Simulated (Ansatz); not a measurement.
Mulliken charges of C₂H₆GeSe, SMILES `C=C[Se][GeH3]` from ωB97M-V/def2-TZVPP in Ansatz (PBE0-D4/def2-TZVP geometry).

```json
{"atom": "C1", "x (Å)": "-0.039", "y (Å)": "1.622", "z (Å)": "-1.613", "charge (e)": "-0.218"}
{"atom": "C2", "x (Å)": "0.329", "y (Å)": "0.549", "z (Å)": "-0.930", "charge (e)": "-0.164"}
{"atom": "Se3", "x (Å)": "0.949", "y (Å)": "0.629", "z (Å)": "0.869", "charge (e)": "-0.085"}
{"atom": "Ge4", "x (Å)": "-0.125", "y (Å)": "-1.332", "z (Å)": "1.605", "charge (e)": "0.051"}
{"atom": "H5", "x (Å)": "-0.309", "y (Å)": "1.540", "z (Å)": "-2.660", "charge (e)": "0.109"}
{"atom": "H6", "x (Å)": "-0.077", "y (Å)": "2.608", "z (Å)": "-1.164", "charge (e)": "0.105"}
{"atom": "H7", "x (Å)": "0.361", "y (Å)": "-0.433", "z (Å)": "-1.392", "charge (e)": "0.124"}
{"atom": "H8", "x (Å)": "0.165", "y (Å)": "-2.453", "z (Å)": "0.594", "charge (e)": "0.026"}
{"atom": "H9", "x (Å)": "0.473", "y (Å)": "-1.664", "z (Å)": "2.977", "charge (e)": "0.029"}
{"atom": "H10", "x (Å)": "-1.643", "y (Å)": "-1.117", "z (Å)": "1.716", "charge (e)": "0.024"}
```

Q: By hand: the dipole of these point charges (1 e Å = 4.8032 D).

A: Σ q r = (-0.151, -0.316, 0.070) e Å, of length 0.357 e Å = 1.71 D.

Q: How does the dipole of the full density compare? (An estimate is asked.)

A: Computed: (-0.147, -0.156, -0.105) e Å, 1.15 D; the point charges give 1.49 times that, at 41° from its direction.

Point charges leave out the atoms' own dipoles, such as those of lone pairs, and Mulliken's split depends on the basis, so the two needn't agree.
